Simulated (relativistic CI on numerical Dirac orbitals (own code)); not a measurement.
d1 to d9 in one octahedral field

Computed with a parametric ligand-field model without spin-orbit coupling, by exact diagonalisation: B = 720, C = 2860, 10Dq = 19300 cm⁻¹ (Oh; |10Dq|/B = 26.8) for every shell. Energies in cm⁻¹; the field energy is (0.6 n_e − 0.4 n_t2) × 10Dq of the ground term; g labels are left out.

| Shell | Ground term | Electrons in e | Field energy | First spin-allowed bands | Lowest term of other spin |
| --- | --- | --- | --- | --- | --- |
| d1 | 2T2 | 0.000 | -7720 | 2E 19300 |  |
| d2 | 3T1 | 0.026 | -14940 | 3T2 17845, 3T1 27189 | 1T2 10416 |
| d3 | 4A2 | 0.000 | -23160 | 4T2 19300, 4T1 26620 | 2E 13915 |
| d4 | 3T1 | 0.037 | -30159 | 3E 16852, 3T1 17574 | 5E 1787 |
| d5 | 2T2 | 0.066 | -37336 | 2A2 15999, 2T1 16259 | 6A1 1379 |
| d6 | 1A1 | 0.047 | -45411 | 1T1 17530, 1T2 26570 | 3T1 11307 |
| d7 | ? | ? | ? | ? | ? |
| d8 | 3A2 | 2.000 | -23160 | 3T2 19300, 3T1 26620 | 1E 11322 |
| d9 | 2E | 3.000 | -11580 | 2T2 19300 |  |

**Question.** Fill in the row of d7.

**Answer.** Ground term: 2E; Electrons in e: 1.036; Field energy: -34051; First spin-allowed bands: 2T1 17365, 2T2 17946; Lowest term of other spin: 4T1 5323. Low spin: d4, d5, d6, d7; the other shells keep the spin of the free ion. Only d4 to d7 can choose; the field needed to pair spins is smallest for d6 and largest for d5, which loses most exchange energy. In the strong-field picture 10Dq must exceed about 6B + 5C = 18620 (d4), 7.5B + 5C = 19700 (d5), 2.5B + 4C = 13240 (d6) and 4B + 4C = 14320 (d7); mixing of terms shifts these bounds somewhat.
